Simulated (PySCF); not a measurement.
# Working out the ionisation energy of Ca⁸⁺

Ca⁸⁺ [Ne] 3s2 (1S) → Ca⁹⁺ [Ne] 3s1 (2S). Calculation: PySCF 2.14, in an even-tempered Gaussian basis (17 s from 0.4 bohr⁻², ratio 2.5; 11 p from 0.52 bohr⁻², ratio 2.5; 5 d from 2.4 bohr⁻², ratio 2.7; 4 f from 3.5 bohr⁻², ratio 2.7); no relativity, point nucleus. Frozen: 1s2; the 18 highest virtual orbitals dropped. Energies in hartree (1 hartree = 27.21139 eV):

```tsv
part	Ca⁸⁺ (lower)	Ca⁹⁺ (upper)
UHF	-654.906612	-648.091768
CCSD correlation	-0.389139	-0.307682
(T)	-0.002688	-0.000823
```

Q: What does Hartree-Fock give?

A: (-648.091768) − (-654.906612) = 6.814844 hartree = 185.441 eV.

Q: What do CCSD and CCSD(T) give?

A: The CCSD correlation energies differ by 0.081457 hartree = 2.217 eV and the triples by 0.001865 hartree = 0.051 eV, so CCSD gives 187.658 eV and CCSD(T) 187.709 eV.

A first-order spin-orbit estimate adds 0.000 eV to CCSD(T) (outer shells), giving 187.709 eV against 188.54 ± 0.06 eV (semi-empirical (NIST evaluation); NIST Atomic Spectra Database, ionization energies).

The calculation is non-relativistic.

What remains against the reference includes basis incompleteness, the frozen core and higher excitations.
